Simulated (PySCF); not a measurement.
**Worked example: dipole moment from atomic charges**

Al(AsH2)(F)(H) (AlAsFH3), SMILES [AlH]([F])[AsH2]. Atoms are numbered in the order given.

```xyz
6

Al    -0.5349    -1.2396     0.0000
As     0.0174     1.1317     0.0000
H      1.0460     0.8310    -1.0879
H      1.0460     0.8310     1.0879
F      0.6977    -2.3388     0.0000
H     -1.9931    -1.8451     0.0000
```
Charge 0, spin multiplicity 1.

Geometry: PBE0-D3(BJ)/def2-TZVP. The geometry has at least one imaginary mode, so it is a saddle point at that level.

Charges (e) from PBE/def2-TZVPD (PySCF):

```csv
atom,ESP fit,IAO
Al1,0.862,0.917
As2,-0.264,-0.179
H3,0.044,0.007
H4,0.044,0.007
F5,-0.431,-0.550
H6,-0.255,-0.204
```

The dipole moment of the full density is 1.10 D.

**Question.** What dipole moment does each set of point charges give, and which comes closer to that of the density?

**Answer.** 
μ = Σ q r, and 1 e Å = 4.8032 D.
ESP fit: Σ q r = (-0.166, 0.184, 0.000) e Å, |μ| = 1.19 D.
IAO: Σ q r = (-0.456, 0.335, 0.000) e Å, |μ| = 2.72 D.
ESP fit comes closer in size. Point charges leave out the atoms' own dipoles (lone pairs, polarised bonds); fits to the potential absorb them, partitions of the density don't.
